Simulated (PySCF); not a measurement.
C₄H₂Br₂, SMILES C#C/C(Br)=C\Br.

Coordinates come from a PBE0-D3(BJ)/def2-SVP optimisation. The structure was generated by enumeration; whether it is a known compound was not checked.

Method: SMD-PBE0/def2-SVP (PySCF).

Solvation free energies are E(SMD) − E(gas) at the gas-phase geometry, for 1 M in both phases. Bromine has the revised SMD18 radius of 2.60 Å. In vacuum the dipole moment is 0.48 D.

Task: Estimate the solvation free energies in water, n-hexane, acetone. (An estimate is asked for; the answer gives what the named calculation found.)

Result: 
| solvent | ΔG(solv) (kcal/mol) | its non-electrostatic (CDS) part | dipole (D) |
|---|---|---|---|
| water | -1.4 | 2.8 | 0.52 |
| n-hexane | -5.1 | -3.6 | 0.53 |
| acetone | -6.1 | -2.1 | 0.53 |
